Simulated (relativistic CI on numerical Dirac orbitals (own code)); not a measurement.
# Spin-allowed bands of a d8 ion in an octahedral site, by hand

Problem. Take Δ = 10290 cm⁻¹ and B = 490 cm⁻¹ for a d8 ion in an octahedral site. Calculate the three spin-allowed bands.

Working.
1. The terms of highest spin are 3F (energy 0) and 3P (15B = 7350 cm⁻¹). Here the F term splits into A2 at −1.2Δ = -12348, T2 at −0.2Δ = -2058 and T1 at +0.6Δ = 6174 cm⁻¹.
2. The two T1 states mix through the element 0.4Δ: H = [[6174, 4116], [4116, 7350]], with roots ½(H₁₁ + H₂₂) ∓ ½√[(H₂₂ − H₁₁)² + 4H₁₂²] = ½(13524) ∓ ½(8316) = 2604 and 10920 cm⁻¹.
3. The ground term is 3A2 at -12348 cm⁻¹.
4. Bands: 3T2 10290 cm⁻¹ (972 nm), 3T1(F) 14952 cm⁻¹ (669 nm), 3T1(P) 23268 cm⁻¹ (430 nm).

Check. Exact diagonalisation of the whole d8 shell with these parameters gives 3T2 10290, 3T1 14952, 3T1 23268 cm⁻¹. The match is exact, since without spin-orbit coupling no other term has this spin. The ratio of the second band to the first, 1.453, depends on Δ/B = 21.0 alone, which is how a Tanabe-Sugano diagram is read.
